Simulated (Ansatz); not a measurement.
The first iterations of a band of AlH7O2Si2 + H2 (14 atoms, charge 0, multiplicity 1).

Computed with RKS PBE0-D4/def2-SVP (Ansatz 0.2.0).

| Property | Result |
| --- | --- |
| movable images | 7 |
| climbing image | yes |
| spring | 5.0 eV/Å² |
| optimiser | quadratic models (default) |
| start path | through a guess of the saddle point |
| force threshold | 0.5 eV/Å |
| iteration limit | 60 |
| end points | relaxed |

Image 0:

```xyz
14
Properties=species:S:1:pos:R:3
Al -0.106 -0.277 0.465
O -0.412 -0.309 2.135
Si -1.007 -0.459 3.661
H -2.235 -1.314 3.674
H 0.015 -1.079 4.558
H -1.365 0.888 4.204
H 1.354 -0.041 -0.058
O -1.332 -0.714 -0.624
Si -2.706 -1.216 -1.379
H -3.093 -2.585 -0.919
H -3.835 -0.280 -1.079
H -2.498 -1.248 -2.859
H -0.890 1.849 0.019
H -0.661 1.947 0.742
```

Image 8:

```xyz
14
Properties=species:S:1:pos:R:3
Al -0.170 0.663 0.020
O -0.243 0.719 1.945
Si -1.433 -0.380 2.626
H -2.841 0.020 2.390
H -1.105 -1.817 2.469
H -1.151 -0.050 4.068
H 1.247 0.056 -0.379
O -1.476 -0.528 0.272
Si -2.561 -1.481 -0.543
H -2.472 -2.888 -0.047
H -3.956 -0.990 -0.321
H -2.266 -1.459 -2.009
H -0.637 2.084 -0.525
H 0.293 1.216 2.574
```

| iteration | highest image above the first end (eV) | largest band force component (eV/Å) |
| --- | --- | --- |
| 1 | 3.723 | 6.818 |
| 2 | 1.320 | 2.746 |

Problem. Does the band converge within its limit, and where does its top end?

Solution. The run converged. It ended after 5 iterations with the highest image 0.660 eV above the first end. The threshold of 0.5 eV/Å is loose, so the images may lie well off the minimum-energy path. The order of the point at the top wasn't checked. The orbitals stay closed-shell, which can raise the energy where a bond breaks towards radicals; this wasn't checked here.

Time of the run: 73 s on 4 threads of Arm Neoverse V2 (shared host), peak memory 0.34 GiB.
